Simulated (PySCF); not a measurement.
C₂H₄BNO₂. Atoms are numbered in the order given.

```xyz
10

N     -0.3162     2.5761     0.0000
C      0.3231     1.6081     0.0000
C      1.0053     0.3235     0.0000
B     -0.0331    -0.8987     0.0000
O     -1.3789    -0.7253     0.0000
O      0.4954    -2.1469     0.0000
H      1.6611     0.2413    -0.8832
H      1.6611     0.2413     0.8832
H     -1.6606     0.2007     0.0000
H     -0.1849    -2.8343     0.0000
```

Geometry optimised at B3LYP-D3(BJ)/def2-SVP. One conformer was computed; it need not be the lowest.

Computed with PBE/pcSseg-1 run with PySCF.

GIAO shieldings, no solvent; atoms listed in one row are averaged. δ = σ(ref) − σ: ¹⁵N against NH3 (σ = 267.0 ppm); ¹³C against TMS (σ = 182.0 ppm); ¹¹B against BF3 (σ = 83.9 ppm); ¹⁷O against H2O (σ = 334.3 ppm); ¹H against TMS (σ = 31.49 ppm), references at their B3LYP-D3(BJ)/def2-TZVP geometries, non-relativistic.

Computed chemical shifts:
| nucleus | atoms | count | δ (ppm) |
|---|---|---|---|
| ¹⁵N | N1 | 1 | 301.7 |
| ¹³C | C2 | 1 | 122.6 |
| ¹³C | C3 | 1 | 6.6 |
| ¹¹B | B4 | 1 | 15.3 |
| ¹⁷O | O5 | 1 | 145.4 |
| ¹⁷O | O6 | 1 | 124.7 |
| ¹H | H9 | 1 | 5.79 |
| ¹H | H10 | 1 | 4.45 |
| ¹H | H7, H8 | 2 | 2.07 |
